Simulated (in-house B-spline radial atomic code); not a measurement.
# OLYP excitations of Tl³⁺

Method: OLYP. Computed with a B-spline radial code for spherical atoms: linear response of the closed shell [Xe] 4f14 5d10 with the functional's adiabatic kernel; scalar-relativistic (spin-free one-electron X2C), finite nucleus, no spin-orbit coupling, no double excitations, S, P, D and F terms only; shells from n = 3 respond. Only terms of natural parity with L up to 3 were computed.

Spin-orbit coupling is strong here, so these LS terms don't match observed levels.

Command:
```bash
python run_td.py task.json out
```
Settings (radii: box in bohr, nucleus in fm):
```
Z                        81
electrons                78
configuration            [Xe] 4f14 5d10
hamiltonian              x2c
method                   optx,lyp
box_radius               23.08
rms_radius               5.4759
intervals                71
```

Cost of the run: 11 s on 1 thread of Arm Neoverse N1, on a shared host.

The lowest states, in the order of their Tamm-Dancoff energies; the method's threshold (minus the highest occupied level) is 44.40 eV. Labels give the largest channel, * marks a mixed state, and oscillator strengths are full-response dipole values. Semilocal kernels can invert the small singlet-triplet splittings of Rydberg terms. Energies in eV:

| state | full response | Tamm-Dancoff | oscillator strength |
| --- | --- | --- | --- |
| 5d → 6s 3D | 8.989 | 9.045 | - |
| 5d → 6s 1D | 10.078 | 10.119 | - |
| 5d → 6p 3P | 19.045 | 19.100 | - |
| 5d → 6p 3F | 19.156 | 19.192 | - |
| 5d → 6p 1F | 19.634 | 19.642 | - |
| 5d → 6p 1P | 20.607 | 20.707 | 0.913 |
| 5d → 7s 3D | 29.463 | 29.472 | - |
| 5d → 7s 1D | 29.654 | 29.659 | - |
| 5d → 6d 3S | 29.768 | 29.792 | - |
| 5d → 6d 3D | 29.824 | 29.830 | - |
| 5d → 6d 1D | 30.06 | 30.08 | - |
| 5d → 6d 1S | ? | ? | - |
| 5d → 7p 3P | 33.00 | 33.03 | - |
| 5d → 7p 3F | 33.11 | 33.13 | - |
| 5d → 7p 1F | ? | ? | - |
| 5d → 7p 1P | 33.37 | 33.38 | 0.000762 |

Question: Where does 5d → 7p 1F lie?

Answer: At 33.27 eV in full response, 33.27 eV in Tamm-Dancoff.

Question: Where does 5d → 6d 1S lie?

Answer: At 31.90 eV in full response, 32.13 eV in Tamm-Dancoff.

Question: How large is the singlet-triplet splitting of 5d → 6s (D terms) in Tamm-Dancoff?

Answer: 1.07 eV, from the unrounded values.

Question: What polarisabilities and dispersion coefficient does the method give?

Answer: Dipole 5.303 bohr³, quadrupole 20.72 bohr⁵, C6 31.07 hartree·bohr⁶ for two such species.
